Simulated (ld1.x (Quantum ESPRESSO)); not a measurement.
## Ranking TM potentials for nitrogen

All share these settings but for the change named:

| Property | Result |
| --- | --- |
| Element | nitrogen |
| Generator | ld1.x (Quantum ESPRESSO) 7.5 |
| Type | norm-conserving Troullier–Martins (Kleinman–Bylander form) |
| Functional | revPBE |
| Relativity | scalar-relativistic |
| Frozen core | [He] |
| Valence charge | 5 |
| Reference configuration | 2s2 2p1 (charge +2) |
| Partial waves | 2s (bound): rc 0.65 bohr; 2p (bound): rc 1.55 bohr; 3d channel at 0.05 Ry: rc 1.45 bohr |
| Local potential | the d channel |
| Core correction | Bessel-smoothed model core inside 0.45 bohr |

Cutoff: the first of the cutoffs (Ry, on a coarse ladder) from which the occupation-weighted sum of valence levels, in a spherical-Bessel basis at the reference potential, stays within 10 and 1 mRy of its value at 400 Ry; the density cutoff is not measured.

The base gives 180 Ry.

Of 7 variants that were run, those that failed, showed a ghost or another fault, or gave nearly equal values are left out.

A variant can come out equal or close to the base.

(1) Rank these variants from softest to hardest (loose cutoff).
A. all radii but the core radius scaled by about 1.13 (s 0.74, p 1.76, d 1.64 bohr)
B. all radii but the core radius scaled by about 1.38 (s 0.90, p 2.14, d 2.00 bohr)
C. all radii but the core radius scaled by about 0.95 (s 0.62, p 1.46, d 1.38 bohr)

Results:

(1) B (60 Ry), A (110 Ry), C (200 Ry).
